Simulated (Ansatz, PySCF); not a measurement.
Si(F)(Cl)(Me)(OH) (CH4ClFOSi), SMILES C[Si](O)(F)Cl. Atoms are numbered in the order given.

```xyz
9

C      1.8141    -0.1981    -0.8255
Si     0.0347    -0.0269    -0.3731
O     -0.8184    -1.2870    -0.9978
F     -0.5635     1.3684    -0.9471
Cl    -0.2282     0.0714     1.6789
H      2.2335    -1.1196    -0.3942
H      2.3912     0.6589    -0.4466
H      1.9261    -0.2416    -1.9202
H     -1.7501    -1.3721    -0.7617
```

Coordinates come from a B3LYP-D3(BJ)/def2-SVP optimisation. This is a generated structure with no PubChem entry under its InChIKey; it may be hypothetical. Other conformers were not sampled.

Two levels are set side by side: PBE-D3(BJ)/def2-SVP (Ansatz, a first-principles code) and B3LYP-D3(BJ)/def2-SVP (Ansatz). Each level has its own optimised geometry; the coordinates shown are those of the second. Frequencies come from the Hessian of PySCF at each geometry. Differences are taken from unrounded values.

| quantity | B3LYP-D3(BJ) | PBE-D3(BJ) | PBE-D3(BJ) minus B3LYP-D3(BJ) |
|---|---|---|---|
| mean bond length (Å) | 1.431 | 1.440 | 0.008 |
| bond C1–Si2 (Å) | 1.844 | 1.850 | 0.006 |
| bond Si2–O3 (Å) | 1.645 | 1.659 | 0.014 |
| bond Si2–F4 (Å) | 1.623 | 1.635 | 0.012 |
| bond Si2–Cl5 (Å) | 2.071 | 2.077 | 0.006 |
| bond C1–H6 (Å) | 1.100 | 1.107 | 0.007 |
| bond C1–H7 (Å) | 1.100 | 1.107 | 0.007 |
| bond C1–H8 (Å) | 1.101 | 1.108 | 0.007 |
| bond O3–H9 (Å) | 0.965 | 0.973 | 0.008 |
| highest harmonic wavenumber (cm⁻¹) | 3874 | 3766 | -108 |
| mean harmonic wavenumber (cm⁻¹) | 1167 | 1138 | -29 |
| zero-point energy (kcal/mol) | 35.05 | 34.18 | -0.87 |

Exact exchange shortens and stiffens bonds; PBE has none. Differences between two approximate levels are no errors against the true value.
